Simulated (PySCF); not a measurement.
Method: TPSSh-D3(BJ)/def2-TZVP // r2SCAN-D4/def2-SVP in PySCF 2.14.0. Isolated molecules, 0 K electronic values unless said otherwise. One relaxed conformer stands for a flexible species; it need not be the lowest. 

Reference species: [Ta(Cl)5] (neutral, multiplicity 1).

```
Property                                                       Result
------------------------------------------------------------  -------
mean distance from the central atom to its bonded neighbours  2.312 Å
charge on the central atom (Mulliken)                          1.20 e
HOMO–LUMO gap                                                 4.31 eV
```

Changed species: [Ta(Cl)3(NH2)2] (2 of 5 Cl replaced by NH2; the reference has 0 of 5 Cl replaced by NH2).

Problem. Give the shifts of the mean distance from the central atom to its bonded neighbours, charge on the central atom (Mulliken) and HOMO–LUMO gap.

Solution. the mean distance from the central atom to its bonded neighbours falls by 0.111 Å, to 2.201 Å; the charge on the central atom (Mulliken) rises by 0.09 e, to 1.29 e; the HOMO–LUMO gap hardly moves.
